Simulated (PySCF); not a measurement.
**Computed data sheet: `C#C[C](Cl)([GeH3])[GeH3]`**

Species: C3H7ClGe2.
SMILES with atom numbers: `[CH:1]#[C:2][C:3]([Cl:4])([GeH3:5])[GeH3:6]` (hydrogens: H7 on C1; H8, H9, H10 on Ge5; H11, H12, H13 on Ge6)

Structural features include: alkyne and C–Cl bond.

PBE0-D3(BJ)/def2-SVP geometry optimisation, gas phase (PySCF):

- Point group: Cs
- Rotational constants A, B, C: 1.293, 0.842, 0.775 GHz

CAM-B3LYP/def2-SVPD ground state, ΔSCF and vertical TDDFT (core frozen in the response) (PySCF):

- Dipole moment: 1.66 D
- HOMO energy: -8.63 eV
- LUMO energy: 0.27 eV
- HOMO–LUMO gap: 8.90 eV
- Lowest singlet excitation: 5.09 eV (244 nm, f = 0.001)
- Strongest line among the 10 lowest singlet transitions: S8 at 7.29 eV (170 nm, f = 0.215)
- Lowest triplet excitation (Tamm–Dancoff): 4.68 eV
- Static isotropic polarisability: 111.2 au
- Vertical ionisation energy: 9.25 eV
- Electronic spatial extent ⟨r²⟩ about the centre of nuclear charge: 1605 bohr²

CAM-B3LYP/pcSseg-1 ground state and GIAO shieldings, non-relativistic (PySCF):

* 13C chemical shifts (computed TMS as zero) by class: 87.0 (C2), 85.8 (C1), 34.9 (C3) ppm
* 1H chemical shifts (computed TMS as zero) by class: 4.31 (H8/H9/H10/H11/H12/H13), 2.87 (H7) ppm
* Isotropic shieldings of nuclei other than C and H, by class: 732 (Cl4), 1482 (Ge5/Ge6) ppm

Monoisotopic mass from the formula: 225.8660 u.

The principal polarisabilities are 103.4, 107.2 and 123.0 au; their mean is the isotropic value. The vertical singlet–triplet gap S1 − T1 is 0.41 eV (TDDFT singlet less Tamm–Dancoff triplet; S1: HOMO→LUMO, weight 0.90; T1: HOMO→LUMO, weight 0.88). In atomic units the dipole is 0.65 e·bohr (1 au = 2.5417 D). The largest Löwdin shares of the HOMO are 0.24 on C1, 0.19 on C2, 0.18 on C3 and 0.16 on Cl4. S1 lies 3.81 eV below the HOMO–LUMO gap; its leading configuration is HOMO→LUMO, weight 0.90. No computed singlet falls in the visible range (750 to 380 nm, 1.65 to 3.26 eV); S1 lies 1.83 eV above its blue end. The ΔSCF ionisation energy exceeds −ε(HOMO) by 0.62 eV with CAM-B3LYP.

 Relativistic effects, spin–orbit coupling among them, are left out although an element past zinc is present. Atoms bound to Ge lack the heavy atom's spin–orbit term in their shielding, so their NMR values are less reliable.
